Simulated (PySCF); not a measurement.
An unknown is described by computed data only.

Formula: C5H11PS.

* Triplet: lowest triplet excitation (Tamm–Dancoff): 4.69 eV [TDA B3LYP/def2-SVPD]
* Rotational structure: rotational constants A, B, C: 2.958, 1.083, 0.963 GHz [GFN2-xTB]
* 13C NMR: chemical shifts (computed TMS as zero) by class: 37.0 (1 C), 18.8 (1 C), 8.2 (1 C), 6.1 (2 C) ppm [GIAO PBE0/pcSseg-1]
* 1H NMR: chemical shifts (computed TMS as zero) by class: 3.92 (1 H), 2.87 (2 H), 2.13 (3 H), 0.84 (1 H), 0.77 (2 H), 0.37 (2 H) ppm [GIAO PBE0/pcSseg-1]
* Polarisability: 105.2 au [B3LYP/def2-SVPD]
* UV, strongest line: among the 8 lowest singlet transitions: S6 at 6.29 eV (197 nm, f = 0.037) [TDDFT B3LYP/def2-SVPD]
* NMR, other nuclei: isotropic shieldings of nuclei other than C and H, by class: 422 (1 P), 575 (1 S) ppm [GIAO PBE0/pcSseg-1]
* Dipole: 0.69 D [B3LYP/def2-SVPD]
* UV, first state: lowest singlet excitation: 5.05 eV (245 nm, f = 0.007) [TDDFT B3LYP/def2-SVPD]

The electronic properties come from PySCF, for the isolated species, density fitting. Levels stand in brackets. Geometry: GFN2-xTB, one conformer, isolated molecule. NMR classes are plain means over equivalent atoms (diastereotopic ones count apart unless rotation or inversion swaps them), as if these changed places fast.

Question: What is the compound? Reason from the data.

Answer: Numbering: `[CH3:1][S:2][CH2:3][PH:4][CH:5]1[CH2:6][CH2:7]1`. 5 carbons fall into 4 classes; from least to most shielded: chain sp3 carbon bound to sulfur [C3] (37.0 ppm), S-methyl carbon [C1] (18.8 ppm), ring sp3 carbon bound to phosphorus [C5] (8.2 ppm), three-membered-ring carbon [C6/C7] (6.1 ppm, 2 C, up to 5.0 ppm apart in this geometry). Hydrogen classes from least to most shielded: 1 H on a phosphine phosphorus, P4 (3.92 ppm), 2 H on an sp3 carbon bound to sulfur, C3 (2.87 ppm), 3 H on an S-methyl carbon, C1 (2.13 ppm, a mean of values up to 1.1 ppm apart in this geometry), 1 H on an sp3 carbon bound to phosphorus, C5 (0.84 ppm), 2 H on 2 three-membered-ring carbons, C6/C7 (0.77 ppm), 2 H on 2 three-membered-ring carbons, C6/C7 (0.37 ppm). The other shieldings belong to: 422 ppm, phosphine phosphorus [P4]; 575 ppm, sulfide sulfur [S2]. The optimised geometry has point group C1 and is an asymmetric top. Structure: `C1C(C1)PCSC`. Computed isomers that give other values at the same levels: `C[C@@H]1CC[P@H](=S)C1` (13C chemical shifts (computed TMS as zero) by class: 47.3 (1 C), 38.6 (1 C), 38.0 (1 C), 37.7 (1 C), 22.6 (1 C) ppm); `C=CCPCSC` (13C chemical shifts (computed TMS as zero) by class: 142.6 (1 C), 122.9 (1 C), 34.0 (1 C), 31.2 (1 C), 20.9 (1 C) ppm); `CP(C)(=S)C1CC1` (13C chemical shifts (computed TMS as zero) by class: 23.1 (2 C), 21.1 (1 C), 6.1 (2 C) ppm). The assignments are read from this structure; whether some other isomer fits the data as well wasn't checked.

The values belong to the conformer `[CH3:1][S:2][CH2:3][PH:4][CH:5]1[CH2:6][CH2:7]1`: C1–S2–C3–P4 64°, S2–C3–P4–C5 73°, C3–P4–C5–C6 -164°.
